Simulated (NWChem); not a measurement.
System: C$_{2}$H$_{5}$FOSi; SMILES O1[Si@@H](F)CC1

The following NWChem deck was run.

```
start job
memory heap 200 mb stack 900 mb global 1100 mb
geometry units angstroms noautosym nocenter noautoz
  F      0.032085    -1.814688    -0.551956
  Si     0.024339    -0.535132     0.441701
  C      1.137726     0.883917    -0.049890
  C     -0.211990     1.593132    -0.316609
  O     -1.165766     0.579969     0.069811
  H     -0.033089    -1.105468     1.809435
  H      1.745068     1.341943     0.743499
  H      1.762498     0.729159    -0.940534
  H     -0.360799     1.866289    -1.374248
  H     -0.358219     2.496104     0.297968
end
basis spherical
  * library def2-svp
end
dft
  xc xpbe96 cpbe96
  iterations 150
end
cosmo
  do_cosmo_smd true
  solvent acetntrl
end
task dft energy
```

NWChem printed, in part:

```
             Northwest Computational Chemistry Package (NWChem) 7.3.0
             --------------------------------------------------------

                             Geometry "geometry" -> ""
                             -------------------------

 Output coordinates in angstroms (scale by  1.889725989 to convert to a.u.)

  No.       Tag          Charge          X              Y              Z
 ---- ---------------- ---------- -------------- -------------- --------------
    1 F                    9.0000     0.03208500    -1.81468800    -0.55195600
    2 Si                  14.0000     0.02433900    -0.53513200     0.44170100
    3 C                    6.0000     1.13772600     0.88391700    -0.04989000
    4 C                    6.0000    -0.21199000     1.59313200    -0.31660900
    5 O                    8.0000    -1.16576600     0.57996900     0.06981100
    6 H                    1.0000    -0.03308900    -1.10546800     1.80943500
    7 H                    1.0000     1.74506800     1.34194300     0.74349900
    8 H                    1.0000     1.76249800     0.72915900    -0.94053400
    9 H                    1.0000    -0.36079900     1.86628900    -1.37424800
   10 H                    1.0000    -0.35821900     2.49610400     0.29796800

 Effective nuclear repulsion energy (a.u.)     244.8229195683

  pbe96 is a nonlocal functional; adding pw91lda local functional.

                                 NWChem DFT Module
                                 -----------------

 Summary of "ao basis" -> "ao basis" (spherical)
 ------------------------------------------------------------------------------
       Tag                 Description            Shells   Functions and Types
 ---------------- ------------------------------  ------  ---------------------
 F                          def2-svp                 6       14   3s2p1d
 Si                         def2-svp                 8       18   4s3p1d
 C                          def2-svp                 6       14   3s2p1d
 O                          def2-svp                 6       14   3s2p1d
 H                          def2-svp                 3        5   2s1p

 in cosmo_initialize ...
 calling solv_data for solv:acetntrl

 solvent parameters
 solvname_short: acetntrl
 solvname_long:  acetonitrile
 dielec:       35.6880
 dielecinf:     1.8069
 nonaqueous SMD model solvent descriptors
 dielec:       35.6880
 sola:          0.0700
 solb:          0.3200
 solc:          0.0000
 solg:         41.2500
 solh:          0.0000
 soln:          1.3442

          ---------------
          -cosmo- solvent
          ---------------
 Cosmo: York-Karplus, doi: 10.1021/jp992097l
 dielectric constant -eps-     =  35.69
 screen = (eps-1)/(eps    )    =   0.97198
 surface charge correction     = lagrangian

   van der Waals surface
 --------------------------

 ---------- ATOMIC COORDINATES (A.U.) ------------ VDWR(ANG.) --
     1    0.06063186   -3.42926307   -1.04304560     1.730
     2    0.04599404   -1.01125285    0.83469386     2.470
     3    2.14999039    1.67036093   -0.09427843     1.850
     4   -0.40060301    3.01058294   -0.59830426     1.850
     5   -2.20297831    1.09598249    0.13192366     2.168
     6   -0.06252914   -2.08903161    3.41933634     1.200
     7    3.29770035    2.53590456    1.40500938     1.200
     8    3.33063828    1.37791071   -1.77735154     1.200
     9   -0.68181125    3.52677483   -2.59695216     1.200
    10   -0.67693575    4.71695260    0.56307787     1.200
 number of segments per atom =        128
 number of   points per atom =        128
 atom (   nspa,  nppa )
 ----------------------
    1 (     66,     0 )       0
    2 (     65,     0 )       0
    3 (     36,     0 )       0
    4 (     30,     0 )       0
    5 (     62,     0 )       0
    6 (     33,     0 )       0
    7 (     55,     0 )       0
    8 (     53,     0 )       0
    9 (     50,     0 )       0
   10 (     53,     0 )       0
 number of -cosmo- surface points =      503
 molecular surface =    120.398 angstrom**2
 molecular volume  =    111.416 angstrom**3
 -lineq- algorithm             =   0
 -bem- low  level              =   3
 -bem- from -octahedral-
 gaussian surface charge width =   4.50000
 degree of switching           =   1.00000
 switching function tolerance  =   0.00010
 atomic radii =
 --------------
    1  9.000  1.730
    2 14.000  2.470
    3  6.000  1.850
    4  6.000  1.850
    5  8.000  2.168
    6  1.000  1.200
    7  1.000  1.200
    8  1.000  1.200
    9  1.000  1.200
   10  1.000  1.200
 ...... end of -cosmo- initialization ......

 nat:                    10
 ixmem:                  5529
 calling mnsol_interface()
 G(SMD-CDS) energy (kcal/mol)  =    -0.190
 SMD-CDS SASA (angstrom**2)    =   137.901

            General Information
            -------------------
          SCF calculation type: DFT
          Wavefunction type:  closed shell.
          No. of atoms     :    10
          No. of electrons :    48
           Alpha electrons :    24
            Beta electrons :    24
          Charge           :     0
          Spin multiplicity:     1
          Use of symmetry is: off; symmetry adaption is: off
          Maximum number of iterations: 150
          AO basis - number of functions:    99
                     number of shells:    47
          Convergence on energy requested:  1.00D-06
          Convergence on density requested:  1.00D-05
          Convergence on gradient requested:  5.00D-04

              XC Information
              --------------
          PerdewBurkeErnzerhof Exchange Functional  1.000
            Perdew 1991 LDA Correlation Functional  1.000 local
           PerdewBurkeErnz. Correlation Functional  1.000 non-local

             Grid Information
             ----------------
          Grid used for XC integration:  medium
          Radial quadrature: Mura-Knowles
          Angular quadrature: Lebedev.
          Tag              B.-S. Rad. Rad. Pts. Rad. Cut. Ang. Pts.
          ---              ---------- --------- --------- ---------
          F                   0.50       49          11.0       434
          Si                  1.10       88           9.0       590
          C                   0.70       49          10.0       434
          O                   0.60       49           9.0       434
          H                   0.35       45          11.0       434
          Grid pruning is: on
          Number of quadrature shells:   509
          Spatial weights used:  Erf1

      Superposition of Atomic Density Guess
      -------------------------------------

 Sum of atomic energies:        -540.46822567

      Non-variational initial energy
      ------------------------------

 Total energy =    -542.783009
 1-e energy   =   -1232.759799
 2-e energy   =     445.153870
 HOMO         =      -0.344578
 LUMO         =       0.067726

   convergence    iter        energy       DeltaE   RMS-Dens  Diis-err
 ---------------- ----- ----------------- --------- --------- ---------
     COSMO gas phase
 d= 0,ls=0.0,diis     1   -543.0237827000 -7.88D+02  2.15D-02  9.57D-01
 d= 0,ls=0.0,diis     2   -542.7709725396  2.53D-01  1.36D-02  3.79D+00
 d= 0,ls=0.0,diis     3   -543.1293210655 -3.58D-01  2.29D-03  4.81D-02
 d= 0,ls=0.0,diis     4   -543.1313456770 -2.02D-03  1.24D-03  2.26D-02
 d= 0,ls=0.0,diis     5   -543.1337597489 -2.41D-03  3.48D-04  2.01D-03
  Resetting Diis
 d= 0,ls=0.0,diis     6   -543.1339347928 -1.75D-04  1.05D-04  2.05D-04
 d= 0,ls=0.0,diis     7   -543.1339554322 -2.06D-05  5.50D-05  8.92D-06
 d= 0,ls=0.0,diis     8   -543.1339536298  1.80D-06  3.39D-05  2.59D-05
 d= 0,ls=0.0,diis     9   -543.1339564367 -2.81D-06  6.28D-06  6.11D-07
 d= 0,ls=0.0,diis    10   -543.1339564970 -6.03D-08  1.31D-06  2.71D-08

   convergence    iter        energy       DeltaE   RMS-Dens  Diis-err
 ---------------- ----- ----------------- --------- --------- ---------
     COSMO solvation phase
 d= 0,ls=0.0,diis     1   -543.1389738565 -5.02D-03  1.37D-03  2.02D-03
 d= 0,ls=0.0,diis     2   -543.1393093231 -3.35D-04  4.61D-04  2.59D-03
 d= 0,ls=0.0,diis     3   -543.1395387385 -2.29D-04  1.28D-04  4.92D-04
 d= 0,ls=0.0,diis     4   -543.1395786468 -3.99D-05  4.64D-05  3.05D-05
 d= 0,ls=0.0,diis     5   -543.1395810335 -2.39D-06  1.80D-05  7.22D-06
 d= 0,ls=0.0,diis     6   -543.1395816441 -6.11D-07  5.05D-06  3.15D-07

         Total DFT energy =     -543.139581644108
      One electron energy =    -1236.467587346066
           Coulomb energy =      500.866362817835
    Exchange-Corr. energy =      -52.315929342919
 Nuclear repulsion energy =      244.822919568338

             COSMO energy =       -0.045347341296

 Numeric. integr. density =       48.000017434839

                                COSMO-SMD solvation results
                                ---------------------------

             internal energy in gas <Psi(g)|H|Psi(g)> =      -543.133956496974
         internal energy in solvent <Psi(s)|H|Psi(s)> =      -543.133224774434
                               delta internal energy  =         0.000731722540 (    0.46 kcal/mol)
   total free energy in solvent <Psi(s)|H+V/2|Psi(s)> =      -543.139279172206
 polarization energy contribution <Psi(s)|V/2|Psi(s)> =        -0.006054397772 (   -3.80 kcal/mol)
    total free energy in solvent including G(SMD-CDS) =      -543.139581644108
                       G(SMD-CDS) energy contribution =        -0.000302471903 (   -0.19 kcal/mol)
     1 M fixed-concentration free energy of solvation =        -0.005625147135 (   -3.53 kcal/mol)

                       DFT Final Molecular Orbital Analysis
                       ------------------------------------

 Vector   22  Occ=2.000000D+00  E=-2.713192D-01
              MO Center= -2.7D-01,  6.7D-01,  1.1D-01, r^2= 2.9D+00
   Bfn.  Coefficient  Atom+Function         Bfn.  Coefficient  Atom+Function
  ----- ------------  ---------------      ----- ------------  ---------------
    64      0.347204   5 O  px               67      0.256605   5 O  px
    50     -0.241120   4 C  px               36      0.211954   3 C  px
    37     -0.205616   3 C  py               65     -0.186220   5 O  py
    75     -0.166251   6 H  s                51      0.160083   4 C  py
    95      0.159465  10 H  s                17      0.140965   2 Si s

 Vector   23  Occ=2.000000D+00  E=-2.587743D-01
              MO Center=  1.7D-01,  3.8D-01,  1.2D-01, r^2= 2.8D+00
   Bfn.  Coefficient  Atom+Function         Bfn.  Coefficient  Atom+Function
  ----- ------------  ---------------      ----- ------------  ---------------
    64      0.349285   5 O  px               37      0.303780   3 C  py
    67      0.249988   5 O  px               35     -0.218136   3 C  s
    36      0.195072   3 C  px               22     -0.193186   2 Si px
    40      0.175016   3 C  py               75      0.135477   6 H  s
    76      0.125363   6 H  s                80      0.117676   7 H  s

 Vector   24  Occ=2.000000D+00  E=-2.409022D-01
              MO Center= -7.1D-01,  7.8D-01, -5.2D-03, r^2= 2.3D+00
   Bfn.  Coefficient  Atom+Function         Bfn.  Coefficient  Atom+Function
  ----- ------------  ---------------      ----- ------------  ---------------
    66      0.489100   5 O  pz               69      0.355031   5 O  pz
    90      0.238063   9 H  s                52     -0.211400   4 C  pz
    95     -0.191168  10 H  s                76     -0.170911   6 H  s
    91      0.157209   9 H  s                65      0.147792   5 O  py
    27      0.134419   2 Si pz               96     -0.125637  10 H  s

 Vector   25  Occ=0.000000D+00  E= 3.093802D-03
              MO Center=  4.8D-02, -4.0D-01,  4.5D-01, r^2= 3.6D+00
   Bfn.  Coefficient  Atom+Function         Bfn.  Coefficient  Atom+Function
  ----- ------------  ---------------      ----- ------------  ---------------
    25      0.964891   2 Si px               35     -0.851670   3 C  s
    63      0.534868   5 O  s                53      0.393545   4 C  px
    49      0.376226   4 C  s                22      0.302066   2 Si px
    39      0.264477   3 C  px               18      0.222033   2 Si s
     4      0.190006   1 F  px               50      0.190139   4 C  px

 Vector   26  Occ=0.000000D+00  E= 2.550430D-02
              MO Center=  9.8D-02, -4.9D-01,  3.9D-01, r^2= 3.8D+00
   Bfn.  Coefficient  Atom+Function         Bfn.  Coefficient  Atom+Function
  ----- ------------  ---------------      ----- ------------  ---------------
    26      0.993883   2 Si py               49     -0.657842   4 C  s
     3      0.469565   1 F  s                86      0.408940   8 H  s
    35     -0.323848   3 C  s                27      0.321447   2 Si pz
    91      0.314825   9 H  s                23      0.206619   2 Si py
    76      0.204748   6 H  s                69     -0.192408   5 O  pz

 Vector   27  Occ=0.000000D+00  E= 4.770633D-02
              MO Center=  6.8D-01,  1.1D+00, -1.5D-01, r^2= 5.8D+00
   Bfn.  Coefficient  Atom+Function         Bfn.  Coefficient  Atom+Function
  ----- ------------  ---------------      ----- ------------  ---------------
    35      1.593407   3 C  s                18     -1.207055   2 Si s
    49      1.122679   4 C  s                81     -0.861868   7 H  s
    96     -0.765273  10 H  s                86     -0.723285   8 H  s
    91     -0.705424   9 H  s                54      0.372038   4 C  py
    39      0.295228   3 C  px               76      0.293144   6 H  s

     Multipole analysis of the density
     ---------------------------------

     L   x y z        total         alpha         beta         nuclear
     -   - - -        -----         -----         ----         -------
     0   0 0 0     -0.000000    -24.000000    -24.000000     48.000000

     1   1 0 0      0.813634      0.772235      0.772235     -0.730836
     1   0 1 0      0.701113     -0.600007     -0.600007      1.901127
     1   0 0 1      0.240299      0.014491      0.014491      0.211317

     2   2 0 0    -27.823072    -59.151664    -59.151664     90.480256
     2   1 1 0      1.081166      0.561418      0.561418     -0.041671
     2   1 0 1      0.169109      1.207332      1.207332     -2.245554
     2   0 2 0    -26.800707   -137.534582   -137.534582    248.268458
     2   0 1 1     -1.229579      0.761702      0.761702     -2.752983
     2   0 0 2    -26.099529    -35.935749    -35.935749     45.771968
```

Level: PBE/def2-SVP, SMD on the gas-phase geometry. Geometry: optimised at PBE0/def2-SVP. Solvent: acetonitrile.
